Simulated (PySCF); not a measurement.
Compound: C2H6BBr3S.
Bonds: C1–S2, S2–C3, S2–B4, B4–Br5, B4–Br6, B4–Br7. Hydrogens: H8, H9, H10 on C1; H11, H12, H13 on C3.

The calculation used PySCF 2.14.0, PBE0-D3(BJ)/def2-TZVP geometry optimisation, gas phase.

(1) Give the optimised bond lengths and angles.

Answers

(1) 
```json
{"bond": "C1–S2, S2–C3", "length (Å)": "1.789"}
{"bond": "S2–B4", "length (Å)": "1.966"}
{"bond": "B4–Br5, B4–Br6, B4–Br7", "length (Å)": "1.991"}
{"bond": "C1–H8 and 5 like bonds", "length (Å)": "1.089"}
```

Bonds in one row agree within 0.01 Å and their mean is given. A selection of angles:
```json
{"angle": "S2–C1–H8", "degrees": "106.7"}
{"angle": "S2–C1–H10", "degrees": "109.5"}
{"angle": "H8–C1–H9", "degrees": "110.3"}
{"angle": "H9–C1–H10", "degrees": "111.7"}
{"angle": "C1–S2–C3", "degrees": "100.8"}
{"angle": "C1–S2–B4", "degrees": "104.2"}
{"angle": "S2–B4–Br5", "degrees": "103.2"}
{"angle": "S2–B4–Br6", "degrees": "109.9"}
{"angle": "Br5–B4–Br6", "degrees": "113.0"}
```

Dihedral angles: C1–S2–B4–Br5 -173° (antiperiplanar).

S2 (sulfur bonded to B and 2 C) is pyramidal (angles 104.3°, 104.2° and 100.8°, sum 309.3°, 0.79 Å off the plane of its three neighbours). All 3 B–Br bonds measure 1.990 to 1.992 Å. Of the pairs four or more bonds apart, Br6···H10 is among the closest relative to their van der Waals radii: 2.87 Å, 94 % of the sum of Bondi's values. B4 (four-coordinate boron) is distorted tetrahedral (angles from 103.2° to 113.5°).

Point group: Cs (every atom within 0.08 Å of its image). Whether it is a minimum is left open (no frequencies).

Time: 13 min wall, 20 min CPU; peak memory 2.7 GiB. Hardware: 2 threads, Intel Xeon at 2.50 GHz (x86_64) (shared host). This is the geometry optimisation.
